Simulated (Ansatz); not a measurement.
Calculated with Ansatz (gas phase, PBE0-D4/def2-TZVP geometries, no zero-point term in ΔE). CCSD(T)/CBS adds triple-zeta CCSD(T) − MP2 to the extrapolated MP2 energy (def2 sets, frozen cores). This one scheme is used for every species. Functionals use def2-TZVPP. def2 core potentials past Kr. For Sn outer-core shells are correlated without core-valence functions, which leaves a few kJ/mol of doubt a bond. One conformer a species, not always the lowest.

Consider the formal hydrolysis of the Si–Sn bond: `C[SiH](O)[SnH3]` + H₂O → `C[SiH](O)O` + `[SnH4]`.

| level | ΔE (kJ/mol) |
| --- | --- |
| ωB97X-V | -103.7 |
| CCSD/def2-TZVPP | -106.0 |
| CCSD(T)/def2-TZVPP | -103.0 |
| SCS-MP2/def2-QZVPP | -102.0 |

(1) What does CCSD(T)/CBS give? (An estimate is asked.)

Largest T1 diagnostic among the species: 0.013.

Answers

(1) Ansatz gave: -93.0 kJ/mol. The listed levels differ from it by -10.7, -13.0, -10.0, -9.0 kJ/mol.

In def2-TZVPP, CCSD(T) changes the Hartree–Fock value by +23.5 kJ/mol (the triples alone add +3.0 kJ/mol) and MP2 by +24.6 kJ/mol. The D4 term adds +6.3 kJ/mol with B3LYP and +3.8 kJ/mol with PBE0; it sums over pairs of atoms, weighted by their polarisabilities, and B3LYP, whose exchange is more repulsive, gets the larger term. From PBE to PBE0 (25 % exact exchange), in def2-TZVPP and without D4, ΔE moves by −6.2 kJ/mol.

B3LYP here is the variant with VWN-RPA as its local correlation; programs differ in this.
